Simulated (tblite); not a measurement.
Species: C7H4F2O.
Atom-mapped SMILES: `[CH:1]#[C:2]/[CH:3]=[C:4](\[C:5]#[CH:6])[O:7][CH:8]([F:9])[F:10]` (hydrogens: H11 on C1; H12 on C3; H13 on C6; H14 on C8)

Computed with GFN2-xTB (tblite), gas phase: Langevin dynamics at 400 K from the optimised GFN2-xTB geometry, time step 0.5 fs, friction 0.01 fs⁻¹, 2000 steps. Over the second half of the run the saved frames average 376 K.

The optimised geometry, where the run starts:
```
atom  x, y, z in Å
C1      3.219    1.000    0.711
C2      2.168    1.062    0.130
C3      0.960    1.176   -0.571
C4     -0.055    0.305   -0.430
C5      0.009   -0.804    0.442
C6      0.050   -1.748    1.185
O7     -1.206    0.528   -1.183
C8     -2.240   -0.321   -1.056
F9     -2.933   -0.316   -2.206
F10    -3.108    0.098   -0.099
H11     4.133    0.939    1.221
H12     0.852    2.009   -1.251
H13     0.113   -2.564    1.841
H14    -1.962   -1.363   -0.811
```

t = 25 fs, T = 255 K, E(pot) 0.431 eV above the start
```
atom  x, y, z in Å  |  force x, y, z in eV/Å
C1      3.127    0.951    0.689    2.016  -0.553   1.018
C2      2.102    1.032    0.087   -0.912   0.490  -0.221
C3      0.860    1.246   -0.502   -0.608   0.318  -1.105
C4     -0.122    0.317   -0.330    1.421   0.614  -0.448
C5      0.095   -0.813    0.461   -0.587  -0.607   0.709
C6      0.018   -1.768    1.193    0.271  -0.720   0.380
O7     -1.194    0.442   -1.146   -1.791   0.283  -1.225
C8     -2.353   -0.289   -1.105    1.179   0.468   1.928
F9     -2.921   -0.285   -2.284   -0.505   0.482  -0.257
F10    -3.168    0.230   -0.102   -0.153   0.217  -0.966
H11     4.059    0.700    1.158   -0.700   0.332  -0.388
H12     0.739    2.090   -1.248    0.061  -1.056   1.109
H13     0.128   -2.650    1.804   -0.090   0.822  -0.553
H14    -2.235   -1.303   -0.760    0.398  -1.091   0.019
```

t = 125 fs, T = 377 K, E(pot) 0.486 eV above the start
```
atom  x, y, z in Å  |  force x, y, z in eV/Å
C1      3.175    0.918    0.429    1.898  -0.693   0.915
C2      1.997    0.980    0.183    0.001   0.069  -0.331
C3      0.737    1.169   -0.428    0.229  -1.077   0.915
C4     -0.246    0.251   -0.308    0.087  -0.437   0.607
C5     -0.242   -0.894    0.548    1.261  -3.039   0.952
C6     -0.091   -2.028    1.030   -0.896   1.788  -0.212
O7     -1.381    0.354   -1.085    0.484   0.826  -0.883
C8     -2.505   -0.261   -0.729    0.280  -0.937   0.299
F9     -3.276   -0.358   -1.805   -0.386  -0.056  -0.357
F10    -3.156    0.496    0.161   -0.682   0.221   0.599
H11     4.213    0.682    0.794   -2.098   0.623  -0.714
H12     0.657    2.038   -1.024   -0.315   0.504  -0.589
H13    -0.186   -2.961    1.629    0.300   1.661  -1.030
H14    -2.362   -1.293   -0.290   -0.163   0.548  -0.172
```

t = 425 fs, T = 367 K, E(pot) 0.638 eV above the start
```
atom  x, y, z in Å  |  force x, y, z in eV/Å
C1      3.417   -0.400   -0.226    1.740  -0.345  -0.804
C2      2.294    0.009   -0.343   -1.225   0.811  -0.240
C3      1.021    0.681   -0.492    1.610  -0.191   0.238
C4     -0.106    0.004   -0.125    0.347   2.613  -0.868
C5     -0.171   -1.311    0.299    0.218  -1.815   0.245
C6     -0.340   -2.482    0.558    0.248   0.816  -0.378
O7     -1.335    0.685   -0.246    0.421  -1.033  -0.082
C8     -2.431   -0.123   -0.264    0.212   1.085  -0.683
F9     -3.386    0.686   -0.737   -0.943   0.318   0.395
F10    -2.735   -0.544    0.967   -0.469  -0.062   0.220
H11     4.452   -0.694   -0.445   -1.494   0.199   0.706
H12     1.245    1.747   -0.903   -1.308  -1.945   0.836
H13    -0.403   -3.522    0.668   -0.052  -0.019   0.241
H14    -2.482   -0.966   -0.968    0.697  -0.431   0.173
```

t = 500 fs, T = 486 K, E(pot) 0.378 eV above the start
```
atom  x, y, z in Å  |  force x, y, z in eV/Å
C1      3.354   -0.385   -0.430   -1.508   0.888   0.419
C2      2.353    0.205   -0.150   -0.509   0.160  -0.266
C3      1.085    0.766   -0.165   -1.286  -0.529   1.092
C4     -0.025   -0.015    0.083    0.346   1.804  -0.992
C5     -0.098   -1.376    0.385    0.999  -0.710   0.115
C6      0.075   -2.543    0.640   -0.002  -0.182   0.223
O7     -1.234    0.654   -0.153   -0.232  -0.500   0.551
C8     -2.357   -0.106   -0.007    0.349   0.971  -0.450
F9     -3.337    0.650   -0.543   -0.147  -0.428   0.388
F10    -2.641   -0.345    1.293   -0.189   0.107  -0.198
H11     4.188   -0.870   -0.637    2.628  -1.380  -0.454
H12     0.980    1.852   -0.250   -0.089  -0.591  -0.198
H13     0.191   -3.558    0.947   -0.220   0.550  -0.243
H14    -2.306   -1.069   -0.537   -0.139  -0.160   0.013
```

t = 750 fs, T = 414 K, E(pot) 0.618 eV above the start
```
atom  x, y, z in Å  |  force x, y, z in eV/Å
C1      3.385   -0.895   -0.035    2.217  -1.946  -0.166
C2      2.531   -0.089   -0.116   -2.264   1.792   0.382
C3      1.353    0.641    0.057    0.034   2.325  -1.018
C4      0.170    0.086    0.220   -3.273  -1.358   0.212
C5     -0.161   -1.296    0.354    1.435  -0.274   0.406
C6     -0.027   -2.460    0.663   -0.322   1.079  -0.730
O7     -0.986    0.918    0.273    0.849   1.209   0.223
C8     -2.256    0.542    0.083    0.265  -1.292  -0.269
F9     -3.026    1.643    0.031    0.372  -0.476  -0.246
F10    -2.744   -0.200    1.127    0.030   0.202  -0.018
H11     4.173   -1.565   -0.186    0.256  -0.047   0.080
H12     1.240    1.752   -0.149    0.809  -1.266   0.422
H13    -0.097   -3.489    0.575   -0.140  -0.719   0.305
H14    -2.372   -0.144   -0.821   -0.268   0.772   0.418
```

t = 825 fs, T = 335 K, E(pot) 0.625 eV above the start
```
atom  x, y, z in Å  |  force x, y, z in eV/Å
C1      3.558   -1.065    0.099    2.227  -1.498  -0.006
C2      2.682   -0.267    0.052   -3.287   1.093   0.699
C3      1.453    0.450    0.274   -0.384  -0.247  -1.003
C4      0.164    0.009    0.482    2.592  -1.062  -0.236
C5     -0.146   -1.403    0.467    0.407   2.734   0.347
C6     -0.648   -2.478    0.367   -0.201  -2.402   0.437
O7     -0.787    0.963    0.779   -1.164  -0.802  -0.450
C8     -2.024    0.611    0.346   -0.471  -1.546   0.530
F9     -2.739    1.667    0.107   -0.634   1.349  -0.055
F10    -2.811   -0.127    1.297    1.218   0.809  -0.670
H11     4.465   -1.631    0.085   -0.552   0.367  -0.102
H12     1.551    1.496    0.016    0.019   0.249   0.583
H13    -0.771   -3.536    0.529   -0.171   0.866  -0.421
H14    -2.078   -0.034   -0.566    0.402   0.092   0.347
```

t = 850 fs, T = 478 K, E(pot) 0.462 eV above the start
```
atom  x, y, z in Å  |  force x, y, z in eV/Å
C1      3.579   -0.942    0.147   -2.742   1.330  -0.471
C2      2.498   -0.355    0.079    3.150  -1.228   0.829
C3      1.432    0.464    0.434   -0.081  -0.650   0.063
C4      0.207   -0.072    0.531   -0.265  -0.307   0.114
C5     -0.210   -1.435    0.431    0.676   1.209  -0.360
C6     -0.645   -2.544    0.308   -0.318   0.080  -0.182
O7     -0.794    0.835    0.816   -0.152   0.748   0.032
C8     -2.033    0.546    0.399    0.296   0.026  -0.956
F9     -2.688    1.655    0.055   -0.257   0.955   0.431
F10    -2.684   -0.035    1.382   -1.190  -0.603   0.905
H11     4.374   -1.572   -0.066    0.496  -0.286  -0.087
H12     1.599    1.482    0.747   -0.030   0.113  -0.403
H13    -1.191   -3.395    0.079    0.008  -0.658   0.121
H14    -2.134   -0.050   -0.519    0.409  -0.728  -0.035
```

t = 875 fs, T = 432 K, E(pot) 0.435 eV above the start
```
atom  x, y, z in Å  |  force x, y, z in eV/Å
C1      3.608   -0.946   -0.044    0.484  -0.222   0.106
C2      2.570   -0.466    0.330   -0.112   0.577  -0.593
C3      1.434    0.373    0.455    2.212   0.562   1.081
C4      0.200   -0.070    0.525   -1.390  -0.409  -0.651
C5     -0.144   -1.418    0.309   -0.958  -1.438   0.033
C6     -0.652   -2.518    0.189    0.762   0.614   0.538
O7     -0.805    0.874    0.674    0.117  -0.924   0.235
C8     -2.093    0.495    0.464    1.108   1.992  -1.111
F9     -2.625    1.677    0.104   -1.129   0.724   0.090
F10    -2.686    0.084    1.542   -0.780  -0.623   1.361
H11     4.549   -1.403   -0.241   -0.539   0.083   0.140
H12     1.638    1.407    0.767   -0.054  -0.402  -0.465
H13    -0.863   -3.557    0.297   -0.019   0.564  -0.349
H14    -2.333   -0.130   -0.381    0.298  -1.099  -0.414
```

t = 975 fs
```
atom  x, y, z in Å
C1      3.468   -1.093    0.059
C2      2.538   -0.383    0.339
C3      1.406    0.434    0.473
C4      0.165   -0.046    0.513
C5     -0.264   -1.325    0.134
C6     -0.447   -2.438   -0.313
O7     -0.841    0.788    0.855
C8     -2.156    0.579    0.721
F9     -2.743    1.681    0.210
F10    -2.723    0.409    1.871
H11     4.115   -1.811   -0.383
H12     1.547    1.524    0.573
H13    -0.555   -3.466   -0.490
H14    -2.409   -0.270    0.106
```

Problem. Estimate the potential energy and the forces of this last frame.

Solution. 0.494 eV above the start.

```csv
atom,Fx (eV/Å),Fy (eV/Å),Fz (eV/Å)
C1,0.135,-0.581,-0.553
C2,-0.355,0.042,-0.643
C3,1.017,0.903,0.388
C4,-0.915,-0.811,-0.597
C5,0.735,-1.952,-0.484
C6,0.281,0.843,0.712
O7,-0.333,2.477,0.774
C8,0.749,0.099,-1.326
F9,0.083,0.293,-0.340
F10,-0.910,-0.332,2.238
H11,0.032,0.442,0.585
H12,-0.040,-0.717,0.249
H13,-0.263,0.013,-0.220
H14,-0.216,-0.719,-0.783
```

The bond farthest from its length at the start is C8–F10 (1.294 against 1.359 Å), and half the difference of its two atoms' forces along it is +1.98 eV/Å (positive lengthens). The largest atomic force is 2.62 eV/Å.

The cost below is that of the whole dynamics run. On Arm Neoverse N1, one thread (shared host), this took 20 s of wall time and 0.18 GiB of memory at its peak.
